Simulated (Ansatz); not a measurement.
One change: `C[O][Al]([F])[SH]` becomes `[CH3][Al]([F])[SH]`.

Ansatz, PBE0-D4/def2-TZVP geometries, multiplicity 1. Each molecule was computed in one conformer, which needn't be the lowest.

```tsv
property	`C[O][Al]([F])[SH]`
HOMO energy (PBE0/def2-TZVPP) / eV	-7.87
HOMO–LUMO gap (B3LYP/def2-TZVPP) / eV	6.66
HOMO energy (ωB97M-V/def2-TZVPP) / eV	-10.06
HOMO energy (PBE/def2-TZVPP) / eV	-6.59
HOMO energy (B3LYP/def2-TZVPP) / eV	-7.60
size of the dipole moment (PBE/def2-TZVPP) / D	0.91
```

(1) What does the change do to each property? (Estimate.)

Answers

(1) The calculation gave: 
```csv
property,`[CH3][Al]([F])[SH]`,shift
HOMO energy (PBE0/def2-TZVPP) / eV,-7.86,0.01
HOMO–LUMO gap (B3LYP/def2-TZVPP) / eV,6.96,0.30
HOMO energy (ωB97M-V/def2-TZVPP) / eV,-10.05,0.01
HOMO energy (PBE/def2-TZVPP) / eV,-6.64,-0.05
HOMO energy (B3LYP/def2-TZVPP) / eV,-7.59,0.01
size of the dipole moment (PBE/def2-TZVPP) / D,2.50,1.59
```

Dipoles are sizes alone; their direction can turn.

B3LYP here is the variant with VWN-RPA as its local correlation; programs differ in this.
